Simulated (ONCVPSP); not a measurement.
**I (Z = 53): one change to an ONCV potential, before and after**

* Element: iodine (I)
* Generator: ONCVPSP 4.0.1
* Type: optimised norm-conserving Vanderbilt (ONCV)
* Functional: PBEsol
* Relativity: scalar-relativistic
* Frozen core: [Kr] 4d10
* Valence charge: 7
* Reference configuration: 5s1.5 5p5.5
* Partial waves: 5s: rc 1.70 bohr, ncon 5, nbas 8, qcut 3.1 1/bohr, 2 projectors, debl 0.3 Ha; 5p: rc 1.90 bohr, ncon 3, nbas 7, qcut 3.5 1/bohr, 2 projectors, debl 1.8 Ha
* Local potential: polynomial inside 1.60 bohr (lpopt 5, dvloc0 0 Ha)
* Core correction: polynomial model core, fcfact 0.25

In the s channel the program set the typed energies aside and used -0.655, 0.250 Ha.

All-electron outer shells of the reference configuration (PBEsol, scalar-relativistic, ld1.x):

```json
{"shell": "4p", "level (eV)": "-128.06", "outermost node (bohr)": "0.37", "outermost maximum (bohr)": "0.72"}
{"shell": "4d", "level (eV)": "-50.87", "outermost node (bohr)": "0.35", "outermost maximum (bohr)": "0.78"}
{"shell": "5s", "level (eV)": "-17.81", "outermost node (bohr)": "0.88", "outermost maximum (bohr)": "1.70"}
{"shell": "5p", "level (eV)": "-7.37", "outermost node (bohr)": "0.96", "outermost maximum (bohr)": "2.02"}
```

Change: p: qcut 3.9.

Cutoffs: the cutoffs (Ha) at which the residual kinetic energy of the hardest occupied pseudo-wave falls to 1 and 0.1 mHa per electron; they do not see the model core or the augmentation charge, which bear on the density cutoff. Errors are all-electron minus pseudo energies relative to the spin-unpolarised reference configuration.

Q: What does the change do?

A: The potential gets neither clearly harder nor softer (23 Ha and 46 Ha → 23 Ha and 46 Ha); the s channel sets the loose cutoff, while the largest relative change is in p, which becomes softer; of the 4 tests that both files solve, the error grows in 2 and shrinks in 0 by more than 15 % and 0.3 meV (median size 5.3 → 6.2 meV); neither file shows a bound ghost.

```tsv
quantity	base	changed
cutoff, loose	23 Ha	23 Ha
cutoff, tight	46 Ha	46 Ha
loose cutoff by channel	s 23 Ha, p 13 Ha	s 23 Ha, p 7.8 Ha
bound ghosts	none	none
GHOST(+) flags under 300 eV	s at 23.2 eV, p at 111.6 eV	s at 23.2 eV, p at 111.9 eV
error for 5s2 5p5, meV [ΔE -5.20 eV]	-0.3	-1.0
error for 5s2 5p4, meV [ΔE 5.95 eV]	-1.5	-2.7
error for 5s2 5p3, meV [ΔE 25.84 eV]	-15	-16
error for 5s1 5p5, meV [ΔE 16.96 eV]	-9.0	-9.7
s: phases at 1.73 bohr within 0.05 rad from the reference energy up to (Ha; the scan ends near 5)	0.8	0.8
p: phases at 1.93 bohr within 0.05 rad from the reference energy up to (Ha; the scan ends near 5)	3.5	3.6
rms error of d²Exc/dni dnj with the model core, mHa	0.10	0.07
```
